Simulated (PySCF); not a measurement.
Structure with atom numbers: `[CH3:1][C:2]1=[C:3]([CH3:4])[C:5]([CH3:6])=[C:7]([CH3:8])[CH2:9]1`. Hydrogens are named by the atom that carries them.

GIAO PBE0/pcSseg-1 shifts (PySCF, gas phase, non-relativistic, equivalent atoms averaged), each against references optimised in the same way as the molecule (TMS).

On the GFN2-xTB geometry: C3/C5 143.2, C2/C7 140.4, C9 52.5, C1/C8 15.9, C4/C6 13.5, H(C9) 2.59, H(C1)/H(C8) 2.06, H(C4)/H(C6) 1.94 ppm.

What changes on the PBE0-D3(BJ)/def2-SVP geometry?

Results:


```csv
atoms,δ (ppm),change
C3/C5,143.8,+0.6
C2/C7,139.1,-1.3
C9,50.6,-1.9
C1/C8,14.9,-1.0
C4/C6,12.8,-0.7
H(C9),2.52,-0.07
H(C1)/H(C8),1.98,-0.08
H(C4)/H(C6),1.85,-0.09
```

Bonds between heavy atoms that differ most (equivalent bonds averaged): C3–C5 1.466 → 1.479 Å, C2–C3 1.345 → 1.356 Å. Mean change of bonds to hydrogen: C–H +0.013 Å.
